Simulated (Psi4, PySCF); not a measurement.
Two rigid molecules brought together: CH4 ··· CHN (SMILES C and C#N). Monomers: optimised at B3LYP-D3(BJ) (def2-TZVP), held rigid. Orientation: lowest of the rigid-body minima from ten starts at GFN2-xTB. Only R, the distance of the centres of mass, is varied, so the lowest point isn't the relaxed dimer.

Computed with: RHF/6-31G* = restricted Hartree-Fock/6-31G*, spherical d, no counterpoise correction (PySCF); PBE/def2-TZVP, counterpoise-corrected (Psi4); SAPT0/jun-cc-pVDZ, frozen core (Psi4).

Interaction energies in kcal/mol:

```
R / Å  RHF/6-31G*  PBE/def2-TZVP
-----  ----------  -------------
3.17         4.59           2.62
3.44         1.62           0.61
3.61         0.73           0.05
3.80         0.20          -0.24
4.04        -0.09          -0.36
4.17        -0.16          -0.36
4.47        -0.19          -0.31
4.77        -0.15          -0.23
5.28        -0.09          -0.13
5.98        -0.04          -0.05
7.03        -0.02          -0.02
8.28        -0.01          -0.01
```

**Question.** Predict the corresponding SAPT0/jun-cc-pVDZ column.

**Answer.** 3.17: 2.59; 3.44: 0.54; 3.61: -0.01; 3.80: -0.28; 4.04: -0.38; 4.17: -0.38; 4.47: -0.31; 4.77: -0.24; 5.28: -0.14; 5.98: -0.07; 7.03: -0.03; 8.28: -0.01 (kcal/mol).
